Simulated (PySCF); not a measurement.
AlH₄OP. Atoms are numbered in the order given.

```xyz
7

Al    -0.2628     0.1410    -0.7801
H     -0.7331    -0.5195    -2.1430
O     -0.2161     1.8299    -0.6232
H     -0.4627     2.4284    -1.3266
P      0.2627    -1.0750     1.1209
H      1.3771    -0.2434     1.4138
H      1.0240    -2.0128     0.3701
```

The structure is a stationary point at PBE0-D3(BJ)/def2-TZVP. One conformer was computed; it need not be the lowest.

Computed with PBE0/pcSseg-2 run with PySCF.

GIAO shieldings, no solvent; atoms listed in one row are averaged. δ = σ(ref) − σ: ¹H against TMS (σ = 31.54 ppm); ¹⁷O against H2O (σ = 327.8 ppm); ³¹P against PH3 (σ = 579.7 ppm), references at their B3LYP-D3(BJ)/def2-TZVP geometries, non-relativistic.

Computed chemical shifts:
| nucleus | atoms | count | δ (ppm) |
|---|---|---|---|
| ¹H | H2 | 1 | 5.49 |
| ¹H | H4 | 1 | 2.76 |
| ¹H | H6 | 1 | 1.42 |
| ¹H | H7 | 1 | 0.93 |
| ¹⁷O | O3 | 1 | 82.1 |
| ³¹P | P5 | 1 | -45.9 |
